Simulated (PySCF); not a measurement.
CH8FNSi2, SMILES C[Si@@](N)(F)[SiH3].

Geometry: B3LYP-D3(BJ)/def2-SVP. The structure was generated by enumeration; whether it is a known compound was not checked. One conformer was computed; it need not be the lowest.

Two levels are set side by side: PBE/def2-TZVP (PySCF) and r2SCAN/def2-TZVP (PySCF). Same geometry, gas phase. Differences are taken from unrounded values.

```csv
quantity,r2SCAN
orbital gap (eV),6.41
highest occupied level (eV),-6.76
lowest empty level (eV),-0.35
dipole moment (D),1.94
mean polarisability (bohr³),74.5
```

Q: What does PBE give, and how far is it from r2SCAN? (The exact figures need the calculation; the answer reports its results.)

A: 
| quantity | PBE | PBE minus r2SCAN |
|---|---|---|
| orbital gap (eV) | 5.81 | -0.60 |
| highest occupied level (eV) | -6.45 | 0.31 |
| lowest empty level (eV) | -0.64 | -0.29 |
| dipole moment (D) | 1.94 | 0.00 |
| mean polarisability (bohr³) | 77.1 | 2.6 |

Rough cost on one machine, each run with all the roots and properties that it gave: r2SCAN against PBE about 4 times.
